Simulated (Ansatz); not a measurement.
The cluster Sn₂Te₃, relaxed as a singlet with RKS PBE0-D4/def2-SVP in Ansatz, starting from the GFN1-xTB geometry. Force threshold 0.02 eV/Å.

In the def2 sets Sn, Te take a core potential; there is no spin–orbit coupling. The structure comes from a short search, and lower isomers may exist.

Start:

```xyz
5

Sn   -0.577   -1.478    0.557
Sn    1.131    1.136   -0.509
Te   -1.180    1.266    1.212
Te   -1.525    0.431   -1.385
Te    2.152   -1.355    0.125
```

Estimate the energy that the relaxation releases and the steps that it takes.

5.5 kcal/mol, in 6 steps; 23 s on 4 threads of Arm Neoverse V2 on a shared host. No frequencies were taken in this run, so the end may be a saddle point.

Does the start keep its bonding and symmetry?

By distances, no bond broke or formed. The bond that changes most is Sn1–Te4, from 2.88 to 3.00 Å (atoms count from 1). Point group C2v at the start, C2v at the end, both within 0.05 Å.

Predict the relaxed structure.


```
atom   x (Å)   y (Å)   z (Å)
 Sn1  -0.632  -1.613   0.600
 Sn2   1.230   1.238  -0.562
 Te3  -1.185   1.272   1.221
 Te4  -1.543   0.440  -1.392
 Te5   2.130  -1.337   0.134
```
Bond lengths (bridged metal pairs left out): 6 × Sn–Te 2.81 to 3.00 Å; 1 × Te–Te 2.77 Å.
